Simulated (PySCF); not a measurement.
## Me2Si(SeBu)2 (C10H24Se2Si): Computed beside measured shifts

System: Me2Si(SeBu)2 (C10H24Se2Si), SMILES CCCC[Se][Si](C)(C)[Se]CCCC.

Atom-mapped SMILES (hydrogens are numbered by the atom that bears them): [CH3:1][CH2:2][CH2:3][CH2:4][Se:5][Si:6]([CH3:7])([CH3:8])[Se:9][CH2:10][CH2:11][CH2:12][CH3:13]

Computed with GIAO KT3/pcSseg-2, gas phase, PySCF SCF with an in-house response code, fitting set def2-universal-JFIT, grid level 2, non-relativistic, on the PBE0-D3(BJ)/def2-SVP geometry.

One optimised conformer. Values are averaged over the atoms that symmetry or fast rotation interchanges, on this one geometry and without vibrational averaging. Shifts are the reference shielding less the shielding here, at the same level (13C, 1H, 29Si against isolated TMS; 77Se against isolated Me2Se); nuclei without a reference have shieldings only.

Spin-orbit coupling is left out, which matters for the heavier atoms here.

Question: What shifts does this level give for Si6, Se5/9, and how do they compare with measurement?

Answer: 
```json
{"atom": "Si6", "nucleus": "29Si", "computed / ppm": "45.2", "measured / ppm": "18.1", "computed less measured": "27.1", "measured against": "TMS", "medium of the measurement": "solution"}
{"atom": "Se5/9", "nucleus": "77Se", "computed / ppm": "-179.4", "measured / ppm": "-96", "computed less measured": "-83.4", "measured against": "Me2Se", "medium of the measurement": "solution"}
```

Measured values: U. Herzog, Habilitationsschrift, TU Bergakademie Freiberg, 2002/2003.
